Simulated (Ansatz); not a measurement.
Relaxation of CH₃BrOSi (7 atoms, charge 0, multiplicity 1), to a largest force component of 0.02 eV/Å in at most 50 steps.

All numbers below come from RKS PBE/def2-SVP (Ansatz).

```xyz
7
Properties=species:S:1:pos:R:3:forces:R:3
C 0.063 0.826 -0.161 -6.01 3.19 -1.35
O 0.919 -0.223 -0.196 6.69 2.24 1.67
Si 0.309 -1.750 -0.503 -1.45 -2.73 -2.93
Br -0.631 -2.462 1.320 -0.62 -0.43 1.76
H 1.718 0.335 -0.022 0.56 -1.92 -0.05
H -0.512 0.986 -1.131 0.72 -0.22 0.39
H -0.678 0.775 0.651 0.11 -0.13 0.51
```

**Question.** Where does it end, and by what steps?

**Answer.** The forces met the threshold. After 14 steps the energy has fallen by 3.206 eV; O2 moved furthest, 0.58 Å. Joined: C1–Si3.

```json
{"step": "0", "energy less start (eV)": "0.0000", "largest force component (eV/Å)": "6.687", "accepted": "yes"}
{"step": "1", "energy less start (eV)": "-1.0467", "largest force component (eV/Å)": "2.927", "accepted": "yes"}
{"step": "2", "energy less start (eV)": "-1.6356", "largest force component (eV/Å)": "1.782", "accepted": "yes"}
{"step": "3", "energy less start (eV)": "-1.9404", "largest force component (eV/Å)": "2.369", "accepted": "yes"}
{"step": "4", "energy less start (eV)": "-2.4303", "largest force component (eV/Å)": "1.835", "accepted": "yes"}
{"step": "5", "energy less start (eV)": "-2.7181", "largest force component (eV/Å)": "1.979", "accepted": "yes"}
{"step": "6", "energy less start (eV)": "-3.0288", "largest force component (eV/Å)": "1.182", "accepted": "yes"}
{"step": "7", "energy less start (eV)": "-3.1085", "largest force component (eV/Å)": "1.530", "accepted": "yes"}
{"step": "8", "energy less start (eV)": "-3.1703", "largest force component (eV/Å)": "0.266", "accepted": "yes"}
{"step": "9", "energy less start (eV)": "-3.1789", "largest force component (eV/Å)": "0.210", "accepted": "yes"}
{"step": "10", "energy less start (eV)": "-3.1969", "largest force component (eV/Å)": "0.121", "accepted": "yes"}
{"step": "11", "energy less start (eV)": "-3.2025", "largest force component (eV/Å)": "0.100", "accepted": "yes"}
{"step": "12", "energy less start (eV)": "-3.2057", "largest force component (eV/Å)": "0.083", "accepted": "yes"}
{"step": "13", "energy less start (eV)": "-3.2062", "largest force component (eV/Å)": "0.024", "accepted": "yes"}
{"step": "14", "energy less start (eV)": "-3.2062", "largest force component (eV/Å)": "0.010", "accepted": "yes"}
```

```xyz
7
Properties=species:S:1:pos:R:3
C -0.197 0.330 -0.225
O 1.186 0.042 0.246
Si 0.089 -1.547 -0.605
Br -0.718 -2.429 1.365
H 1.827 0.353 -0.424
H -0.207 1.076 -1.044
H -0.791 0.662 0.645
```

Time of the run: 26 s on 2 threads of Arm Neoverse V1, with other jobs on the host, peak memory 0.14 GiB.
